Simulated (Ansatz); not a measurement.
Reaction (ligand exchange at a Ge–S bond): `[SiH3][SiH2][S][GeH3]` + `O[Si](F)(Cl)Cl` → `F[Si](Cl)(Cl)[O][GeH3]` + `[SiH3][SiH2]S`

Isolated molecules relaxed with PBE0-D4/def2-TZVP in Ansatz; ΔE leaves out vibrations. CBS: MP2 limit from def2 TZ/QZ plus the TZ coupled-cluster correction, frozen cores. Functionals use def2-TZVPP. B3LYP here is the variant with VWN-RPA as its local correlation; programs differ in this. For Ge outer-core shells are correlated without core-valence functions, which leaves a few kJ/mol of doubt a bond. Scalar relativity is left out up to krypton. Each species was taken in one conformer, which may not be the lowest.

| level | ΔE (kJ/mol) | difference from CCSD(T)/CBS |
| --- | --- | --- |
| PBE-D4 | 17.4 | 9.9 |
| r2SCAN-D4 | 10.0 | 2.5 |
| B3LYP-D4 | 4.5 | -3.0 |
| ωB97X-V | 2.8 | -4.7 |
| ωB97M-V | 6.3 | -1.2 |
| B2PLYP | 2.2 | -5.3 |
| PBE | 15.9 | 8.4 |
| B3LYP | 1.9 | -5.6 |
| HF/def2-TZVPP | -12.2 | -19.7 |
| MP2/def2-TZVPP | 7.2 | -0.3 |
| SCS-MP2/def2-TZVPP | -0.2 | -7.7 |
| CCSD(T)/def2-TZVPP | 3.2 | -4.3 |
| HF/def2-QZVPP | -14.3 | -21.8 |
| MP2/def2-QZVPP | 9.0 | 1.5 |
| MP2/CBS(def2) | 11.5 | 4.0 |
| CCSD/CBS(def2) | 4.6 | -2.9 |
| CCSD(T)/CBS | 7.5 | 0 |

Largest T1 diagnostic among the species: 0.012.

In def2-TZVPP, CCSD(T) changes the Hartree–Fock value by +15.4 kJ/mol (the triples alone add +2.9 kJ/mol) and MP2 by +19.4 kJ/mol.
